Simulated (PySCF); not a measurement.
A calculated (r2SCAN, PySCF 2.14, aug-cc-pVTZ, the non-relativistic Hamiltonian (point nucleus)) atom or ion has these occupied shells.

```json
{"shell": "1s α", "electrons": "1", "orbital energy (eV)": "-8159.0", "rms radius, mean of both spins (bohr)": "0.0635"}
{"shell": "1s β", "electrons": "1", "orbital energy (eV)": "-8159.0", "rms radius, mean of both spins (bohr)": "0.0635"}
{"shell": "2s α", "electrons": "1", "orbital energy (eV)": "-983.49", "rms radius, mean of both spins (bohr)": "0.269"}
{"shell": "2s β", "electrons": "1", "orbital energy (eV)": "-981.99", "rms radius, mean of both spins (bohr)": "0.269"}
{"shell": "2p α", "electrons": "3", "orbital energy (eV)": "-858.13", "rms radius, mean of both spins (bohr)": "0.240"}
{"shell": "2p β", "electrons": "3", "orbital energy (eV)": "-856.97", "rms radius, mean of both spins (bohr)": "0.240"}
{"shell": "3s α", "electrons": "1", "orbital energy (eV)": "-123.47", "rms radius, mean of both spins (bohr)": "0.806"}
{"shell": "3s β", "electrons": "1", "orbital energy (eV)": "-119.82", "rms radius, mean of both spins (bohr)": "0.806"}
{"shell": "3p α", "electrons": "3", "orbital energy (eV)": "-84.650", "rms radius, mean of both spins (bohr)": "0.851"}
{"shell": "3p β", "electrons": "3", "orbital energy (eV)": "-81.175", "rms radius, mean of both spins (bohr)": "0.851"}
{"shell": "3d α", "electrons": "5", "orbital energy (eV)": "-20.832", "rms radius, mean of both spins (bohr)": "1.11"}
{"shell": "3d β", "electrons": "3", "orbital energy (eV)": "-19.137", "rms radius, mean of both spins (bohr)": "1.11"}
{"shell": "4p α", "electrons": "1", "orbital energy (eV)": "-9.144", "rms radius, mean of both spins (bohr)": "3.40"}
```

Q: Name the element and its charge.

A: Ni⁺ (nickel, charge +1), in [Ar] 3d8 4p1, one real determinant (an excited configuration).
